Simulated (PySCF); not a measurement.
Isomers of C5H3FO2, mass 114.012 u with the commonest isotopes. Method: CAM-B3LYP/def2-SVPD in PySCF (dipole) on a GFN2-xTB geometry, gas phase. One conformer each, none proved a minimum here; rigid rotors.

Task: Order these by dipole moment, largest first.
A. `[O:1]=[CH:2][c:3]1[cH:4][o:5][c:6]([F:7])[cH:8]1` with O1–C2–C3–C4 0°
B. `[O:1]=[C:2]1[CH:3]=[CH:4][C:5](=[O:6])[CH:7]1[F:8]` with O1–C2–C3–C4 -168°, C3–C4–C5–O6 169°, C4–C5–C7–F8 139°, O1–C2–C7–C5 163°
C. `[CH:1]#[C:2]/[CH:3]=[C:4](\[F:5])[C:6](=[O:7])[OH:8]` with C3–C4–C6–O7 180°, C4–C6–O8–H 180°
D. `[O:1]=[C:2]([F:3])[c:4]1[cH:5][cH:6][cH:7][o:8]1` with O1–C2–C4–C5 180° (2-furoylfluoride)

Result: D (4.79 D), B (4.25 D), C (3.14 D), A (1.85 D).

Task: Order these by radius of gyration √(Σ m r²/M), largest first.
A. `[O:1]=[C:2]([F:3])[c:4]1[cH:5][cH:6][cH:7][o:8]1` with O1–C2–C4–C5 180°
B. `[O:1]=[CH:2][c:3]1[cH:4][o:5][c:6]([F:7])[cH:8]1` with O1–C2–C3–C4 0°
C. `[CH:1]#[C:2]/[CH:3]=[C:4](\[F:5])[C:6](=[O:7])[OH:8]` with C3–C4–C6–O7 180°, C4–C6–O8–H 180°
D. `[O:1]=[C:2]1[CH:3]=[CH:4][C:5](=[O:6])[CH:7]1[F:8]` with O1–C2–C3–C4 -168°, C3–C4–C5–O6 169°, C4–C5–C7–F8 139°, O1–C2–C7–C5 163°

Result: C (2.116 Å), B (2.048 Å), A (1.895 Å), D (1.818 Å).

Task: Order these by rotational constant B, largest first.
A. `[O:1]=[C:2]([F:3])[c:4]1[cH:5][cH:6][cH:7][o:8]1` with O1–C2–C4–C5 180° (2-furoylfluoride)
B. `[O:1]=[C:2]1[CH:3]=[CH:4][C:5](=[O:6])[CH:7]1[F:8]` with O1–C2–C3–C4 -168°, C3–C4–C5–O6 169°, C4–C5–C7–F8 139°, O1–C2–C7–C5 163°
C. `[O:1]=[CH:2][c:3]1[cH:4][o:5][c:6]([F:7])[cH:8]1` with O1–C2–C3–C4 0°

Result: B (2195 MHz), A (1619 MHz), C (1229 MHz).

| SMILES | point group | Ia (u·Å²) | Ib (u·Å²) | Ic (u·Å²) | κ | μa (D) | μb (D) | μc (D) |
| --- | --- | --- | --- | --- | --- | --- | --- | --- |
| O=Cc1coc(F)c1 | Cs | 67.10 | 411.16 | 478.26 | -0.95 | 1.40 | 1.20 | 0.00 |
| O=C(F)c1ccco1 | Cs | 97.25 | 312.09 | 409.35 | -0.81 | 4.51 | 1.60 | 0.00 |
| O=C1C=CC(=O)C1F | Cs | 152.52 | 230.28 | 371.06 | -0.15 | 0.01 | 4.02 | 1.40 |
| C#C/C=C(\F)C(=O)O | Cs | 99.03 | 411.58 | 510.61 | -0.88 | 1.11 | 2.94 | 0.00 |
